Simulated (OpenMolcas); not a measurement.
Kr V: RASPT2 settings compared

* Program: OpenMolcas 26.06
* Basis: ANO-R3 [7s6p5d4f2g1h]
* Scalar Hamiltonian: X2C, finite nucleus
* Active space: 2 electrons in 9 orbitals (RAS2 4p; RAS3 4d 5s, at most 1 electron)
* State averaging: 2S+1 = 3 even, 3 roots; 2S+1 = 1 even, 6 roots; 2S+1 = 3 odd, 18 roots; 2S+1 = 1 odd, 18 roots
* Spin-orbit coupling: RASSI with atomic mean-field integrals over the reference wave functions, term energies averaged over their components

Methods on the same reference wave functions:
A. RASSCF
B. SS-RASPT2, IPEA 0.25 Eh, real shift 0.2 Eh (closed shells correlated: 3d 4s)
C. MS-RASPT2, IPEA 0.25 Eh, real shift 0.2 Eh (closed shells correlated: 3d 4s)

Energies in cm⁻¹ above 4s² 4p² ³P₀, the measured ground level; measured values from Saloman, J. Phys. Chem. Ref. Data 36, 215 (2007).

```json
{"Level": "4s² 4p² ³P₀", "A": "0.0", "B": "0.0", "C": "0.0", "Measured": "0.0"}
{"Level": "4s² 4p² ³P₁", "A": "3158", "B": "3210", "C": "3210", "Measured": "3743"}
{"Level": "4s² 4p² ³P₂", "A": "6945", "B": "6800", "C": "6800", "Measured": "7595"}
{"Level": "4s² 4p² ¹D₂", "A": "21829", "B": "18840", "C": "18840", "Measured": "19723"}
{"Level": "4s² 4p² ¹S₀", "A": "45444", "B": "43030", "C": "43030", "Measured": "39204"}
{"Level": "4s² 4p 4d ³F°₂", "A": "189200", "B": "191210", "C": "191210", "Measured": "190279"}
{"Level": "4s² 4p 4d ³F°₃", "A": "192296", "B": "193100", "C": "193100", "Measured": "192949"}
{"Level": "4s² 4p 4d ³F°₄", "A": "196045", "B": "197210", "C": "197210", "Measured": ""}
{"Level": "4s² 4p 4d ¹D°₂", "A": "197930", "B": "179960", "C": "179960", "Measured": ""}
{"Level": "4s² 4p 4d ³P°₂ [63 %]", "A": "211894", "B": "197980", "C": "197960", "Measured": ""}
{"Level": "4s² 4p 4d ³P°₀", "A": "215473", "B": "202030", "C": "202020", "Measured": ""}
{"Level": "4s² 4p 4d ³D°₂ [65 %]", "A": "217709", "B": "202820", "C": "202820", "Measured": ""}
{"Level": "4s² 4p 4d ³D°₃", "A": "217917", "B": "202710", "C": "202710", "Measured": ""}
{"Level": "4s² 4p 4d ¹P°₁", "A": "242498", "B": "225830", "C": "225500", "Measured": ""}
{"Level": "4s² 4p 5s ³P°₀", "A": "244248", "B": "243940", "C": "243950", "Measured": ""}
{"Level": "4s² 4p 5s ³P°₁", "A": "245876", "B": "244960", "C": "244910", "Measured": "240926"}
{"Level": "4s² 4p 4d ¹F°₃", "A": "247828", "B": "236570", "C": "236570", "Measured": "234121"}
{"Level": "4s² 4p 5s ³P°₂", "A": "251149", "B": "250840", "C": "250860", "Measured": "246798"}
{"Level": "4s² 4p 5s ¹P°₁", "A": "256079", "B": "253640", "C": "254050", "Measured": "250993"}
```

Deviations, from unrounded energies. A percentage is the sum of absolute deviations over the sum of measured energies, with the sign that they share, or ± where signs differ.

```csv
Against measurement,Levels,A,B,C
mean absolute deviation (cm-1),10,3900,2000,2100
fine structure of the ground term (%),2,-10.9,-11.7,-11.7
other terms of the ground configuration (%),2,+14.2,±8.0,±8.0
other configurations (%),6,±2.2,+1.1,+1.1
```

B, C lie about equally close to measurement and A furthest from it. The largest miss of B in the table is 4s² 4p 5s ³P°₂, by +4000 cm-1. The ranking rests on the paired levels alone, and a cruder setting can come out closer through cancelling errors.

Between B and C the level of the table that moves most is 4s² 4p 5s ¹P°₁, by 410 cm-1 (lowest in B, highest in C). Moves below CASPT2's spread within the term are not significant.

The mean deviations of B to C differ by less than CASPT2's widest spread within a term (210 cm-1), so their order carries little weight.

From A to B the spin-free energies of the other terms of 4s² 4p² shown, above ³P, scale by factors of 0.79 to 0.94.

The lowest spin-free term lies below A's lowest term by 0.561 hartree in B, 0.561 hartree in C.

Term energies are means over components that CASPT2 splits; among the terms shown or strongly mixed into the levels shown the widest spread is 210 cm-1 (4s² 4p 4d ³F°, C). Over all roots computed the reference weight is 0.87 to 0.96 in B, 0.87 to 0.96 in C; the roots of lowest weight are the least certain, and an intruder state may touch them. ANO sets are built for valence states and can reach diffuse excited orbitals poorly, and with the s shell closed the s pⁿ⁺¹ terms that mix with these levels are absent. With the s shell closed, the reference lacks s² → p² mixing. Computed and measured levels are paired by configuration, term and J; levels that our copy of the source lacks, or whose pairing is in doubt (as where it misses far off the trend of its configuration), stay unpaired and out of the deviations. Levels of configurations outside the active space are missing. The table leaves out levels that lie high or whose names do not pair safely across all columns.

A share in square brackets marks a mixed level and gives the weight of the term that names it, the lowest over the columns. ° marks odd parity.
